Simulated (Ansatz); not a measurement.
The inner images of a band of AsB₂H₆N (10 atoms, charge 0, multiplicity 1) are given out of order.

Method: RKS PBE0/def2-mTZVP in Ansatz.

Initial state:

```xyz
10
Properties=species:S:1:pos:R:3
B -1.572 0.504 -0.622
As -0.151 -0.297 0.430
B 0.904 -1.554 -0.606
N 0.948 0.899 1.321
H -2.165 -0.216 -1.362
H -1.870 1.647 -0.468
H 2.080 -1.619 -0.446
H 0.302 -2.283 -1.328
H 0.595 1.085 2.253
H 1.012 1.784 0.831
```

Final state:

```xyz
10
Properties=species:S:1:pos:R:3
B -1.688 0.485 -0.681
As -0.252 -0.214 0.421
B 0.897 -1.439 -0.550
N 0.626 1.161 1.299
H -2.238 -0.292 -1.395
H -2.029 1.618 -0.565
H 2.072 -1.454 -0.351
H 0.367 -2.205 -1.291
H 0.816 0.908 2.262
H 1.512 1.381 0.856
```

Put them in order from the first end to the last, with their energies above the first end.
A.
```xyz
10
Properties=species:S:1:pos:R:3
B -1.641 0.488 -0.656
As -0.210 -0.269 0.420
B 0.892 -1.507 -0.593
N 0.753 0.979 1.314
H -2.214 -0.254 -1.391
H -1.957 1.626 -0.513
H 2.067 -1.547 -0.409
H 0.329 -2.250 -1.334
H 0.728 1.032 2.316
H 1.335 1.652 0.849
```
B.
```xyz
10
Properties=species:S:1:pos:R:3
B -1.632 0.499 -0.648
As -0.202 -0.271 0.420
B 0.891 -1.508 -0.604
N 0.880 0.884 1.334
H -2.203 -0.247 -1.383
H -1.962 1.632 -0.506
H 2.065 -1.546 -0.417
H 0.328 -2.245 -1.350
H 0.659 1.064 2.301
H 1.259 1.687 0.857
```
C.
```xyz
10
Properties=species:S:1:pos:R:3
B -1.620 0.506 -0.641
As -0.190 -0.273 0.422
B 0.889 -1.516 -0.605
N 0.935 0.858 1.343
H -2.192 -0.243 -1.372
H -1.955 1.640 -0.505
H 2.062 -1.555 -0.417
H 0.322 -2.250 -1.351
H 0.621 1.085 2.276
H 1.211 1.698 0.853
```
D.
```xyz
10
Properties=species:S:1:pos:R:3
B -1.585 0.506 -0.621
As -0.158 -0.292 0.427
B 0.902 -1.546 -0.606
N 0.949 0.882 1.334
H -2.174 -0.224 -1.355
H -1.896 1.646 -0.472
H 2.077 -1.603 -0.436
H 0.312 -2.274 -1.340
H 0.572 1.105 2.247
H 1.084 1.750 0.828
```
E.
```xyz
10
Properties=species:S:1:pos:R:3
B -1.638 0.493 -0.653
As -0.208 -0.270 0.420
B 0.891 -1.508 -0.597
N 0.817 0.929 1.322
H -2.209 -0.251 -1.388
H -1.959 1.629 -0.511
H 2.065 -1.548 -0.411
H 0.328 -2.249 -1.340
H 0.695 1.051 2.311
H 1.302 1.673 0.850
```
F.
```xyz
10
Properties=species:S:1:pos:R:3
B -1.651 0.480 -0.664
As -0.218 -0.251 0.423
B 0.901 -1.485 -0.577
N 0.614 1.123 1.314
H -2.216 -0.267 -1.398
H -1.967 1.618 -0.523
H 2.077 -1.537 -0.403
H 0.333 -2.232 -1.312
H 0.807 0.948 2.289
H 1.403 1.553 0.854
```
G.
```xyz
10
Properties=species:S:1:pos:R:3
B -1.601 0.508 -0.628
As -0.173 -0.283 0.427
B 0.893 -1.530 -0.608
N 0.954 0.861 1.344
H -2.181 -0.237 -1.355
H -1.926 1.645 -0.494
H 2.067 -1.574 -0.427
H 0.317 -2.261 -1.349
H 0.583 1.103 2.254
H 1.150 1.717 0.839
```

D (+0.001 eV), G (+0.006 eV), C (+0.022 eV), B (+0.058 eV), E (+0.098 eV), A (+0.115 eV), F (+0.029 eV).

The run took 3.9 min on 2 threads of Arm Neoverse V1, on a shared host, peak memory 0.25 GiB.
